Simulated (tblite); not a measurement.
Species: CH3FNO4S2 (charge -1).
Z-matrix (Å and degrees, GFN2-xTB geometry), rows numbered from 1:
```
C 
S   1  1.8217
O   2  1.4404  1  107.61
O   2  1.4483  1  105.60  3  -123.43
N   2  1.5988  1  105.15  3   121.34
S   5  1.5542  2  111.68  1   -76.11
O   6  1.4342  5  116.18  2    37.13
O   6  1.4330  5  111.73  2   172.73
F   6  1.6625  5  105.23  2   -77.44
H   1  1.0822  2  107.87  3    58.59
H   1  1.0812  2  107.03  3   178.60
H   1  1.0807  2  106.19  3   -61.52
```

Method: GFN2-xTB as coded in tblite; computed harmonic values from a numerical Hessian at the method's own geometry, unscaled. The method is semi-empirical: single wavenumbers can be off by several per cent or more. One conformer, not necessarily the lowest.

Harmonic wavenumbers (cm⁻¹): 69.8, 99.8, 153.9, 175.8, 216.3, 263.0, 296.5, 337.1, 358.9, 383.0, 439.9, 489.6, 494.9, 546.9, 628.9, 689.4, 826.9, 841.1, 877.8, 1018.5, 1110.0, 1155.7, 1222.0, 1229.7, 1257.3, 1432.1, 1434.6, 3056.8, 3080.3, 3095.5.

A = 2517, B = 973.2, C = 928.3 MHz; mass 175.949 u (most abundant isotopes); point group C1, symmetry number 1.

Q: What is the zero-point energy?

A: ½Σν̃ = 13641 cm⁻¹ = 39.00 kcal/mol.

Q: What is S at 298.15 K and 1 bar for an ideal gas of classical rigid rotors and harmonic oscillators?

A: Translation 41.43, rotation 29.34, vibration 25.37: S = 96.1 cal/(mol K).

Q: And Cp and H(298.15 K) − H(0)?

A: Cp = 35.75 cal/(mol K), of which vibrations give 27.80 (their classical limit is 30 R = 59.6); H(298.15 K) − H(0) = 6.62 kcal/mol without the zero-point energy, 4.25 from vibrations.

Q: How do the functions run with temperature in this model?

A: 
```csv
T (K),S (cal/(mol K)),Cp (cal/(mol K)),H − H(0) (kcal/mol),G − H(0) (kcal/mol),ln q(vib)
50,58.2,11.5,0.46,-2.45,0.22
100,68.0,17.4,1.18,-5.62,1.03
373.15,104.7,40.5,9.48,-29.58,7.39
500,117.4,46.6,15.03,-43.69,10.29
750,137.9,53.8,27.68,-75.72,15.50
1000,154.0,57.9,41.70,-112.27,20.04
```

q(vib) and H(0) count from the zero-point level.

Q: Blend soft modes into free rotors: weight 1/[1 + (100 cm⁻¹/ν̃)⁴] for the oscillator and the rest for a rotor with moment μB/(μ + B), μ = h/(8π²ν), B = 10⁻⁴⁴ kg m². What vibrational entropy results?

A: 24.29 cal/(mol K) in place of 25.37, which changes −T·S at 298.15 K by +0.32 kcal/mol.

Hindered rotation and anharmonicity are outside this model. Other conformers, if any are populated, would add a mixing term that is left out. The structure is chiral; the term R ln 2 for an equal mix with its mirror image is left out.
